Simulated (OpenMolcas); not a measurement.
An OpenMolcas run meant for Ho2+ (ANO-R1, X2C; inactive shells 1s 2s 2p 3s 3p 3d 4s 4p 4d 5s 5p; intended active space 11 electrons in 7 orbitals (4f)). One step of its input:

```
&RASSCF
FileOrb=start.orb
Symmetry=2
Spin=4
nActEl=11 0 0
Inactive=15 12
Ras2=0 7
CIRoot=35 35 1
SDav=35
CIMx=300
Iter=85 100
PrWF=0.3
OrbListing=Nothing
MaxOrb=0
Atom
Thrs=1.0e-2 5.0e-1 5.0e-1
```

The run finished. Its levels beside those of a sound run (CASSCF), in cm⁻¹ above each run's lowest level:

```json
{"Level": "4f¹¹ ⁴I°_15/2", "This run": "0.0", "Usual run": "0.0"}
{"Level": "4f¹¹ ⁴I°_13/2", "This run": "5483", "Usual run": "5555"}
{"Level": "4f¹¹ ⁴I°_11/2", "This run": "7956", "Usual run": "9191"}
```

**Question.** Which setting is unsound, and how much does it matter here?

**Answer.** The convergence thresholds are far too loose, so the orbitals stop early. Against the sound run the excited levels shown move by 650 cm-1 on average and by 1200 cm-1 at most.

High states are left out of the spin-orbit mixing, which shifts the levels that they would mix with. Without dynamic correlation excited terms often stand tens of per cent too high (terms of higher spin than the ground term too low), and those without a measured partner can miss by more than the paired ones. Levels of configurations outside the active space are missing.

° marks odd parity.
